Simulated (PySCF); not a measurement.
# Stationary points of SrCl2

Computed with PySCF, PBE0, basis Sr def2-TZVP with ECP28, Cl def2-TZVP (scalar-relativistic core potentials, no spin–orbit coupling, density fitting).

Relaxations began from a few typed shapes. The search is not exhaustive: other isomers or separated fragments can lie lower, and high-lying points may rest on an excited occupation.

Question: Which is the lowest minimum found?
A. singlet C2v: Sr–Cl 2.603 Å (×2); Cl–Sr–Cl 145.1°
B. singlet D∞h: Sr–Cl 2.620 Å (×2); Cl–Sr–Cl 180.0°

Answer: A. The others lie at 2.0 (singlet D∞h, a saddle point) kJ/mol above it.

Counting electrons, strontium keeps none of its valence electrons outside its bonds, so the VSEPR class is AX2 and the expected shape is linear (D∞h). The calculation gives C2v instead. Heavy alkaline-earth centres are the known exception: their polarisable core and low (n−1)d orbitals favour bending; the Mulliken d population here is 0.51.
